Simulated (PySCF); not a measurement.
PySCF input for C₃H₆GeO, SMILES C[C]1=C[O][GeH2]1, TDDFT-M06-2X/def2-SVPD. Coordinates come from a PBE-D3(BJ)/def2-SVP optimisation. This is a generated structure with no PubChem entry under its InChIKey; it may be hypothetical.

```python
import numpy as np
from pyscf import gto, scf, dft, tdscf

mol = gto.M(
    atom='''
    C    -0.58184279    2.44024945    0.00000000
    C     0.02614379    1.08094122   -0.00000000
    C     1.32072354    0.64711342    0.00000000
    O     1.45450317   -0.71847266   -0.00000000
    Ge   -0.44835831   -0.80929680    0.00000000
    H    -1.22189205    2.61866983   -0.89134705
    H    -1.22189204    2.61866982    0.89134705
    H     0.20720093    3.22163599   -0.00000000
    H     2.25894505    1.23663940   -0.00000000
    H    -0.95053424   -1.53008026   -1.28035487
    H    -0.95053424   -1.53008026    1.28035487
    ''',
    basis='def2-SVPD',
    charge=0,
    spin=0,
    symmetry=True,
    max_memory=1600,
    verbose=4,
)
mf = dft.RKS(mol, xc='m06-2x').density_fit(auxbasis='def2-universal-jkfit')
mf.grids.level = 4
mf.conv_tol = 1e-9
mf.max_cycle = 100
mf.kernel()
mf.grids = dft.Grids(mol).set(level=2).build(with_non0tab=True)  # coarser grid for the response kernel
td = tdscf.TDDFT(mf)
td.singlet = True
td.nstates = 10
td.conv_tol = 1e-4
td.positive_eig_threshold = 1e-6
td.kernel(x0=td.get_init_guess(mf, 15))
td.analyze()
tt = tdscf.TDA(mf)
tt.singlet = False
tt.nstates = 4
tt.conv_tol = 1e-4
tt.positive_eig_threshold = 1e-6
tt.kernel(x0=tt.get_init_guess(mf, 9))
tt.analyze(verbose=3)
```

It prints:

```
PySCF version 2.14.0

[INPUT] verbose = 4
[INPUT] num. atoms = 11
[INPUT] num. electrons = 64
[INPUT] charge = 0
[INPUT] spin (= nelec alpha-beta = 2S) = 0
[INPUT] symmetry True subgroup None
[INPUT] Mole.unit = angstrom
[INPUT] Symbol           X                Y                Z      unit          X                Y                Z       unit  Magmom
[INPUT]  1 C     -0.581842790000   2.440249450000   0.000000000000 AA   -1.099523520653   4.611403136121   0.000000000000 Bohr   0.0
[INPUT]  2 C      0.026143790000   1.080941220000   0.000000000000 AA    0.049404602958   2.042682862553   0.000000000000 Bohr   0.0
[INPUT]  3 C      1.320723540000   0.647113420000   0.000000000000 AA    2.495805776866   1.222867135331   0.000000000000 Bohr   0.0
[INPUT]  4 O      1.454503170000  -0.718472660000   0.000000000000 AA    2.748612638612  -1.357716555388   0.000000000000 Bohr   0.0
[INPUT]  5 Ge    -0.448358310000  -0.809296800000   0.000000000000 AA   -0.847274411573  -1.529349305487   0.000000000000 Bohr   0.0
[INPUT]  6 H     -1.221892050000   2.618669830000  -0.891347050000 AA   -2.309041328283   4.948568789361  -1.684401806439 Bohr   0.0
[INPUT]  7 H     -1.221892040000   2.618669820000   0.891347050000 AA   -2.309041309386   4.948568770464   1.684401806439 Bohr   0.0
[INPUT]  8 H      0.207200930000   3.221635990000   0.000000000000 AA    0.391553010455   6.088009694142   0.000000000000 Bohr   0.0
[INPUT]  9 H      2.258945050000   1.236639400000   0.000000000000 AA    4.268787474942   2.336909780846   0.000000000000 Bohr   0.0
[INPUT] 10 H     -0.950534240000  -1.530080260000  -1.280354870000 AA   -1.796249385622  -2.891432640003  -2.419520046553 Bohr   0.0
[INPUT] 11 H     -0.950534240000  -1.530080260000   1.280354870000 AA   -1.796249385622  -2.891432640003   2.419520046553 Bohr   0.0

nuclear repulsion = 346.674696606934
point group symmetry = Cs
symmetry origin: [2.65742733e-09 5.31485471e-09 0.00000000e+00]
symmetry axis x: [1.00000000e+00 7.07063638e-10 2.17774208e-10]
symmetry axis y: [ 7.07063638e-10 -1.00000000e+00  9.30637336e-11]
symmetry axis z: [-2.17774208e-10  9.30637974e-11  1.00000000e+00]
num. orbitals of irrep A' = 112
num. orbitals of irrep A" = 57
number of shells = 71
number of NR pGTOs = 263
number of NR cGTOs = 169
basis = def2-SVPD
ecp = {}


******** <class 'pyscf.df.df_jk.DFSymAdaptedRKS'> ********
method = DFSymAdaptedRKS
initial guess = minao
damping factor = 0
level_shift factor = 0
DIIS = <class 'pyscf.scf.diis.CDIIS'>
diis_start_cycle = 1
diis_space = 8
diis_damp = 0
SCF conv_tol = 1e-09
SCF conv_tol_grad = None
SCF max_cycles = 100
direct_scf = False
XC library pyscf.dft.libxc version 7.1.2
    S. Lehtola, C. Steigemann, M. J. T. Oliveira, and M. A. L. Marques,  SoftwareX 7, 1–5 (2018)
XC functionals = m06-2x
    Y. Zhao and D. G. Truhlar,  Theor. Chem. Acc. 120, 215 (2008)
    Y. Zhao and D. G. Truhlar,  Theor. Chem. Acc. 120, 215 (2008)
radial grids:
    Treutler-Ahlrichs [JCP 102, 346 (1995); DOI:10.1063/1.469408] (M4) radial grids

becke partition: Becke, JCP 88, 2547 (1988); DOI:10.1063/1.454033
pruning grids: <function nwchem_prune>
grids dens level: 4
symmetrized grids: True
atomic radii adjust function: <function treutler_atomic_radii_adjust>
small_rho_cutoff = 0
Freeze 0 electrons in irreps []
    64 free electrons in irreps A' A"
Set gradient conv threshold to 3.16228e-05
Initial guess from minao.
tot grids = 238520
******** <class 'pyscf.df.df.DF'> ********
auxbasis = def2-universal-jkfit
init E= -2269.58802111097
HOMO (A") = -0.259042507905244  LUMO (A') = -0.0446110336431698  gap/eV = 5.83498
cycle= 1 E= -2269.54890338541  delta_E= 0.0391  |g|= 0.631  |ddm|= 4.59
HOMO (A") = -0.198244015117565  LUMO (A') = -0.0115955445155009  gap/eV = 5.07896
cycle= 2 E= -2269.48229923682  delta_E= 0.0666  |g|= 0.894  |ddm|= 1.93
HOMO (A") = -0.272415623294491  LUMO (A') = -0.00690457923686738  gap/eV = 7.22492
cycle= 3 E= -2269.63258616311  delta_E= -0.15  |g|= 0.111  |ddm|= 1.15
HOMO (A") = -0.27828171500618  LUMO (A') = -0.00252460658195641  gap/eV = 7.50373
cycle= 4 E= -2269.63455829982  delta_E= -0.00197  |g|= 0.0605  |ddm|= 0.199
HOMO (A") = -0.275007334958539  LUMO (A') = -0.000585705747504939  gap/eV = 7.46739
cycle= 5 E= -2269.635425594  delta_E= -0.000867  |g|= 0.0104  |ddm|= 0.0945
HOMO (A") = -0.275111555803239  LUMO (A') = -0.00149690153044002  gap/eV = 7.44543
cycle= 6 E= -2269.63545006521  delta_E= -2.45e-05  |g|= 0.00378  |ddm|= 0.0215
HOMO (A") = -0.275225018175239  LUMO (A') = -0.00142525990424813  gap/eV = 7.45047
cycle= 7 E= -2269.6354527445  delta_E= -2.68e-06  |g|= 0.000447  |ddm|= 0.00508
HOMO (A") = -0.275147729380712  LUMO (A') = -0.00139227140857612  gap/eV = 7.44927
cycle= 8 E= -2269.63545280108  delta_E= -5.66e-08  |g|= 0.00017  |ddm|= 0.00134
HOMO (A") = -0.275180957018169  LUMO (A') = -0.00140310787309783  gap/eV = 7.44987
cycle= 9 E= -2269.63545280958  delta_E= -8.5e-09  |g|= 5.7e-05  |ddm|= 0.000435
HOMO (A") = -0.275173849943366  LUMO (A') = -0.0014044185418105  gap/eV = 7.44965
cycle= 10 E= -2269.63545281054  delta_E= -9.59e-10  |g|= 1.94e-05  |ddm|= 0.000138
HOMO (A") = -0.275176888618105  LUMO (A') = -0.00140292691218136  gap/eV = 7.44977
Extra cycle  E= -2269.63545281059  delta_E= -5.46e-11  |g|= 1.71e-05  |ddm|= 6.57e-05
converged SCF energy = -2269.63545281059
tot grids = 90104
Overwritten attributes  positive_eig_threshold  of <class 'pyscf.tdscf.rks.TDDFT'>


******** <class 'pyscf.tdscf.rks.TDDFT'> for <class 'pyscf.df.df_jk.DFSymAdaptedRKS'> ********
nstates = 10 singlet
deg_eia_thresh = 1.000e-03
wfnsym = None
conv_tol = 0.0001
eigh lindep = 1e-12
eigh level_shift = 0
eigh max_cycle = 100


Excitation energies (eV)
[4.49964205 5.73806068 5.90591208 6.25947731 6.52760403 6.87784239
 6.96733512 7.14579506 7.28657724 7.43069077]

** Singlet excitation energies and oscillator strengths **
Excited State   1:   A"      4.49964 eV    275.54 nm  f=0.0012
      32 -> 33       -0.69208
Excited State   2:   A'      5.73806 eV    216.07 nm  f=0.0957
      32 -> 35        0.68093
Excited State   3:   A"      5.90591 eV    209.93 nm  f=0.0000
      32 -> 34        0.67395
      32 -> 36        0.15199
Excited State   4:   A"      6.25948 eV    198.07 nm  f=0.0053
      31 -> 35        0.11015
      32 -> 34        0.10874
      32 -> 36       -0.58241
      32 -> 37       -0.15916
      32 -> 39        0.25616
      32 -> 47        0.11775
Excited State   5:   A'      6.52760 eV    189.94 nm  f=0.0337
      31 -> 33       -0.68067
Excited State   6:   A"      6.87784 eV    180.27 nm  f=0.0003
      32 -> 36        0.19626
      32 -> 37       -0.63141
      32 -> 38        0.19412
Excited State   7:   A"      6.96734 eV    177.95 nm  f=0.0019
      31 -> 35       -0.65431
      32 -> 36       -0.10512
      32 -> 37       -0.12009
Excited State   8:   A"      7.14580 eV    173.51 nm  f=0.0050
      29 -> 33       -0.21554
      32 -> 37       -0.18369
      32 -> 38       -0.51104
      32 -> 39       -0.35004
Excited State   9:   A"      7.28658 eV    170.15 nm  f=0.0001
      29 -> 33        0.36909
      32 -> 36        0.19787
      32 -> 38       -0.41576
      32 -> 39        0.33052
Excited State  10:   A"      7.43069 eV    166.85 nm  f=0.0012
      29 -> 33       -0.52359
      32 -> 36        0.10856
      32 -> 39        0.40978

** Transition electric dipole moments (AU) **
state          X           Y           Z        Dip. S.      Osc.
  1         0.0000      0.0000      0.1028      0.0106      0.0012
  2         0.7872     -0.2467     -0.0000      0.6805      0.0957
  3         0.0000     -0.0000      0.0160      0.0003      0.0000
  4        -0.0000     -0.0000     -0.1859      0.0345      0.0053
  5        -0.0803     -0.4519      0.0000      0.2107      0.0337
  6         0.0000     -0.0000     -0.0454      0.0021      0.0003
  7        -0.0000      0.0000      0.1057      0.0112      0.0019
  8         0.0000     -0.0000     -0.1689      0.0285      0.0050
  9        -0.0000      0.0000     -0.0279      0.0008      0.0001
 10         0.0000      0.0000      0.0822      0.0068      0.0012

** Transition velocity dipole moments (imaginary part, AU) **
state          X           Y           Z        Dip. S.      Osc.
  1         0.0000     -0.0000      0.0193      0.0004      0.0015
  2         0.1696     -0.0516      0.0000      0.0314      0.0994
  3        -0.0000      0.0000      0.0193      0.0004      0.0011
  4        -0.0000     -0.0000     -0.0572      0.0033      0.0095
  5        -0.0243     -0.1147     -0.0000      0.0138      0.0382
  6         0.0000      0.0000     -0.0134      0.0002      0.0005
  7        -0.0000     -0.0000      0.0297      0.0009      0.0023
  8        -0.0000      0.0000     -0.0573      0.0033      0.0083
  9        -0.0000      0.0000     -0.0143      0.0002      0.0005
 10         0.0000     -0.0000      0.0213      0.0005      0.0011

** Transition magnetic dipole moments (imaginary part, AU) **
state          X           Y           Z
  1         0.3568     -0.0517      0.0000
  2        -0.0000     -0.0000      1.2667
  3        -0.1980      0.1945      0.0000
  4         0.2457      0.1405     -0.0000
  5         0.0000     -0.0000     -1.2489
  6         0.5722      0.3336     -0.0000
  7         0.5202     -0.9989      0.0000
  8         0.3283     -0.2012     -0.0000
  9         0.5506      0.6169      0.0000
 10        -0.2608     -0.8112      0.0000
Overwritten attributes  positive_eig_threshold  of <class 'pyscf.tdscf.rks.TDA'>


******** <class 'pyscf.tdscf.rks.TDA'> for <class 'pyscf.df.df_jk.DFSymAdaptedRKS'> ********
nstates = 4 triplet
deg_eia_thresh = 1.000e-03
wfnsym = None
conv_tol = 0.0001
eigh lindep = 1e-12
eigh level_shift = 0
eigh max_cycle = 100


Excitation energies (eV)
[4.03202296 4.36434913 5.90137283 5.90964648]

** Triplet excitation energies and oscillator strengths **
Excited State   1:   A'      4.03202 eV    307.50 nm  f=0.0000
Excited State   2:   A"      4.36435 eV    284.08 nm  f=0.0000
Excited State   3:   A"      5.90137 eV    210.09 nm  f=0.0000
Excited State   4:   A'      5.90965 eV    209.80 nm  f=0.0000
```

The run converged.

Cost: around 25 core-minutes (rough).
